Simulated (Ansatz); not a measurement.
Input for Ansatz (a program for electronic structure): R-CCSD(T)/def2-SVP on HIPbS (SMILES [SH][Pb][I]), a point of a torsion scan. Elements past Kr take the def2 small-core potentials; no spin–orbit coupling. The run froze 23 orbitals, filled d shells among them.

Ansatz 0.2 input:
```yaml
crystal:
  periodic: [false, false, false]
  atoms:
    - {symbol: S, position_ang: [-1.68392326, 0.40309116, -0.29141146]}
    - {symbol: Pb, position_ang: [0.77031697, 1.21648272, -0.35250796]}
    - {symbol: I, position_ang: [1.67078969, 0.13924700, -2.68971534]}
    - {symbol: H, position_ang: [-1.47430973, -0.73414231, 0.35358864]}
basis:
  gaussian:
    orbitals: def2-SVP
magnetization: {spin_polarized: false}
correlation: {method: ccsd_t, electrons: outside_noble_gas}
scf: {lower_state_search: off}
```

The log:

```
WARN ansatz: RAYON_NUM_THREADS=1 ignored (pool sized by the plan → 1); use --threads N
Functional definition: HF
these checks for a lower state are left out or cut short: stability, starts, cluster_reference, orbital_swaps, neighbouring_geometries, increment
integrals: 0.07 GiB planned
894 factors; integrals over basis functions are off by at most 6.3e-4 eV
mean field: 0.24 GiB planned
mean field evaluation 1: about -24122.8528 eV, gradient 1.8e1 eV
mean field evaluation 2: about -24122.9242 eV, gradient 1.8e1 eV
mean field evaluation 4: about -24124.3584 eV, gradient 1.6e0 eV
mean field evaluation 8: about -24124.3833 eV, gradient 1.5e-1 eV
mean field -24124.38363793 eV, -886.5547465994 hartree, gradient 9.0e-6 eV, S^2 0.000000; 0 other end points of the search recorded, 0 dependent functions left out
23 core orbitals not correlated
reference -24124.38363793 eV, -886.5547465994 hartree; 9, 9 occupied and 43, 43 virtual orbitals, 894 factors
second order -7.67326913 eV of doubles, -0.00000000 eV of singles
coupled cluster: 0.13 GiB planned
cycle   1  -8.27290772 eV  change   -6.0e-1 eV  update   8.2e-2
cycle   2  -8.49829235 eV  change   -2.3e-1 eV  update   2.7e-2
cycle   3  -8.54996741 eV  change   -5.2e-2 eV  update   1.6e-2
cycle   4  -8.54629665 eV  change    3.7e-3 eV  update   5.2e-3
cycle   5  -8.54487067 eV  change    1.4e-3 eV  update   2.1e-3
cycle   6  -8.54477192 eV  change    9.9e-5 eV  update   8.3e-4
cycle   7  -8.54485994 eV  change   -8.8e-5 eV  update   3.0e-4
cycle   8  -8.54493979 eV  change   -8.0e-5 eV  update   1.2e-4
cycle   9  -8.54492998 eV  change    9.8e-6 eV  update   6.3e-5
cycle  10  -8.54492449 eV  change    5.5e-6 eV  update   3.0e-5
cycle  11  -8.54492874 eV  change   -4.2e-6 eV  update   1.2e-5
perturbative correction -0.25156154 eV, -0.0092447162 hartree
Total energy: -24133.18012821 eV, -886.8780116548 hartree
Checks for a lower state left out: stability, starts, cluster_reference, orbital_swaps, neighbouring_geometries, increment
```

Self-consistency was reached.

Cost: about 2.2 core-seconds (a rough figure).
